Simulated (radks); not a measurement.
Q: Pm60+, configuration 1s1. All-electron calculation, Dirac Kohn-Sham, LB94 model potential, spin-unpolarised, spherical densities, finite nucleus; Fermi nuclear charge, rms radius 4.962 fm. Program: a radial shooting solver on a logarithmic mesh with Libxc functionals. Some entries of the table are withheld. Estimate them.

orbital  occ.  eigenvalue (hartree)  <1/r> (bohr^-1)
1s1/2       1             -1952.700              (1)
2s1/2       0             -493.7424            17.43
2p1/2       0                   (2)              (3)
2p3/2       0                   (4)              (5)

A: 
(1) 1s1/2 <1/r> (bohr^-1): 68.02
(2) 2p1/2 eigenvalue (hartree): -493.0816
(3) 2p1/2 <1/r> (bohr^-1): 17.41
(4) 2p3/2 eigenvalue (hartree): -467.1122
(5) 2p3/2 <1/r> (bohr^-1): 15.58
